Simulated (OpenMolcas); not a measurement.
## Au4+: moving or changing the point charges

Au4+ among 5 point charges of -2 e arranged as a trigonal bipyramid (D3h), 1.83 Å from the ion, with the axial distance 1.793 Å.
```
   1.8300    0.0000    0.0000  -2.00
  -0.9150    1.5848    0.0000  -2.00
  -0.9150   -1.5848    0.0000  -2.00
   0.0000    0.0000    1.7934  -2.00
   0.0000    0.0000   -1.7934  -2.00
```

```
Program             : OpenMolcas
Method              : SS-CASPT2, IPEA 0.25 Eh, imaginary shift 0.1 Eh (closed shells correlated: 4f 5s 5p)
Basis               : ANO-RCC-VTZP [8s7p5d3f1g]
Scalar Hamiltonian  : DKH2, point nucleus
Active space        : 7 electrons in 5 orbitals (5d)
State averaging     : 2S+1 = 4 even, 10 roots; 2S+1 = 2 even, 40 roots
Spin-orbit coupling : RASSI with atomic mean-field integrals over the reference wave functions
```

Runs around this geometry, states (labels of D3, the rotations of D3h). Energies in cm-1 above the lowest state or level, χT in cm3 K/mol.

```tsv
R (Å)	q (e)	Axial / equatorial distance	Ground state	First state of that spin	First gap with spin-orbit (degeneracies)	χT at 300 K	First state of another spin
1.83	-2	0.9	4A1	4A2 33	830 (2, 2)	4.405	2E 5200
1.83	-1	0.98	4A2	4A1 14	690 (2, 2)	4.453	2E 12710
1.65	-2	0.98	4A2	4A1 670	10 (2, 2)	3.199	2E 3650
1.83	-2	0.98	4A1	4A2 23	1000 (2, 2)	4.427	2E 8320
1.92	-2	0.98	4A1	4A2 8	980 (2, 2)	4.439	2E 10180
```

The ground state changes within this set.

Roots that are degenerate in the reference are averaged as groups; the widest CASPT2 spread within a group is 120 cm-1 (the 2-fold group of multiplicity 4 near 11800 cm-1 above the lowest state of its run, R = 1.83, q = -2, ratio = 0.98). Shifts and gaps below about the spread of the groups concerned are not significant. This shell can be high or low spin here, a state of another spin lies low, and with metal d orbitals alone active their balance is uncertain, so the ground spin may be wrong. Point charges give a weaker field than real ligands, and real ions of this kind are as a rule low spin; the high spin found here belongs to the model. Free-ion shares, where given, are those of the reference states; single-state CASPT2 does not remix them. Spin-orbit coupling mixes the spin-free states strongly: the lowest level takes only 46 % from its leading state, 4A1 (figures for R = 1.83, q = -2, ratio = 0.9; the like holds for R = 1.83, q = -1, ratio = 0.98, R = 1.65, q = -2, ratio = 0.98, R = 1.83, q = -2, ratio = 0.98, R = 1.92, q = -2, ratio = 0.98). This is an electrostatic model: the charges have no orbitals. No measured value stands beside these numbers.
